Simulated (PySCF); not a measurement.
A GIAO shielding run with PySCF (density fitting, non-relativistic, gas phase) on `B(CCC)C1CCC1`, C$_{7}$H$_{15}$B:

```
$ OMP_NUM_THREADS=1 python probes_run.py task.json out

{"job": {"kind": "nmr", "xc": "wB97X-D", "basis": "pcSseg-1", "pop": false}, "charge": 0, "multiplicity": 1}
C     -3.359893     0.086462     0.449929
C     -2.628367    -0.653872    -0.659277
C     -1.135887    -0.797169    -0.376439
B     -0.261746     0.499049    -0.406427
C      1.131604     0.596368     0.289109
C      2.375887     1.142914    -0.465277
C      3.246608     0.149587     0.327269
C      1.975688    -0.635682     0.702620
H     -3.264874    -0.442468     1.412479
H     -4.434063     0.193670     0.233972
H     -2.946957     1.099619     0.589291
H     -2.765883    -0.112918    -1.611267
H     -3.090813    -1.645611    -0.803111
H     -0.953533    -1.378847     0.546452
H     -0.652835    -1.409635    -1.171570
H     -0.655725     1.472134    -1.026384
H      0.953508     1.238176     1.177999
H      2.600567     2.215977    -0.369829
H      2.344990     0.897876    -1.539282
H      4.037224    -0.386198    -0.219821
H      3.700845     0.627829     1.209111
H      1.886476    -0.997200     1.738482
H      1.806293    -1.492322     0.029801
```

Hardware: 1 thread of an Arm Neoverse N1, shared host. The job also computes ring-centre shieldings.

Q: How large is the calculation?

A: 62 electrons, 211 basis functions and 1083 auxiliary functions.

Q: How long does it take, and how much memory does it need?

A: 85 s of wall time, with 12 SCF cycles and 6 response iterations; peak memory 1.1 GiB. Times on a shared host scatter by some tens of per cent.

Q: And these other runs on the same molecule and hardware: GIAO shielding at PBE0/pcSseg-1?

A: PBE0/pcSseg-1: 211 functions, 85 s.
